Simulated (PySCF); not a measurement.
AgCl, triplet, at a GFN2-xTB geometry (such geometries of metal compounds can be far from the true shape) (the multiplicity is a formal guess) (all electrons, no relativity); HF/3-21G (PySCF).

PySCF was given this input:
```python
from pyscf import gto, scf

mol = gto.M(
    atom='''
Ag   -0.00000000   -0.00000000   -0.65923567
Cl    0.00000000    0.00000000    1.82259273
''',
    basis='3-21g',
    spin=2,
    verbose=4,
)

mf = scf.UHF(mol)
mf.kernel()
```

Task: Write the output that PySCF gives for this input, abridged.

Result: 
```
PySCF version 2.14.0

[INPUT] verbose = 4
[INPUT] num. atoms = 2
[INPUT] num. electrons = 64
[INPUT] charge = 0
[INPUT] spin (= nelec alpha-beta = 2S) = 2
[INPUT] symmetry False subgroup None
[INPUT] Mole.unit = angstrom
[INPUT] Symbol           X                Y                Z      unit          X                Y                Z       unit  Magmom
[INPUT]  1 Ag     0.000000000000   0.000000000000  -0.659235670000 AA    0.000000000000   0.000000000000  -1.245774867844 Bohr   0.0
[INPUT]  2 Cl     0.000000000000   0.000000000000   1.822592730000 AA    0.000000000000   0.000000000000   3.444201096323 Bohr   0.0

nuclear repulsion = 170.363346444533
number of shells = 21
number of NR pGTOs = 108
number of NR cGTOs = 49
basis = 3-21g
ecp = {}

******** <class 'pyscf.scf.uhf.UHF'> ********
method = UHF
initial guess = minao
damping factor = 0
level_shift factor = 0
DIIS = <class 'pyscf.scf.diis.CDIIS'>
diis_start_cycle = 1
diis_space = 8
diis_damp = 0
SCF conv_tol = 1e-09
SCF conv_tol_grad = None
SCF max_cycles = 50
direct_scf = True
direct_scf_tol = 1e-13
number electrons alpha = 33  beta = 31
Set gradient conv threshold to 3.16228e-05
init E= -5620.61327416983

cycle= 1 E= -5630.72156641582  delta_E= -10.1  |g|= 0.158  |ddm|= 1.13
cycle= 2 E= -5630.73253908871  delta_E= -0.011  |g|= 0.0509  |ddm|= 0.228
cycle= 3 E= -5630.73459713675  delta_E= -0.00206  |g|= 0.0273  |ddm|= 0.097
cycle= 4 E= -5630.73535540454  delta_E= -0.000758  |g|= 0.00982  |ddm|= 0.0487
cycle= 5 E= -5630.7356960594  delta_E= -0.000341  |g|= 0.00563  |ddm|= 0.0363
cycle= 6 E= -5630.73581887145  delta_E= -0.000123  |g|= 0.00269  |ddm|= 0.0262
cycle= 7 E= -5630.73586018183  delta_E= -4.13e-05  |g|= 0.00103  |ddm|= 0.0211
cycle= 8 E= -5630.73586714157  delta_E= -6.96e-06  |g|= 0.000167  |ddm|= 0.0116
cycle= 9 E= -5630.735867253  delta_E= -1.11e-07  |g|= 4.85e-05  |ddm|= 0.00111
cycle= 10 E= -5630.73586725922  delta_E= -6.22e-09  |g|= 1.21e-05  |ddm|= 0.000319
cycle= 11 E= -5630.73586725964  delta_E= -4.17e-10  |g|= 3.36e-06  |ddm|= 9.26e-05
Extra cycle  E= -5630.73586725966  delta_E= -2.46e-11  |g|= 1.74e-06  |ddm|= 9.78e-06
converged SCF energy = -5630.73586725966  <S^2> = 2.005648  2S+1 = 3.0037629
```
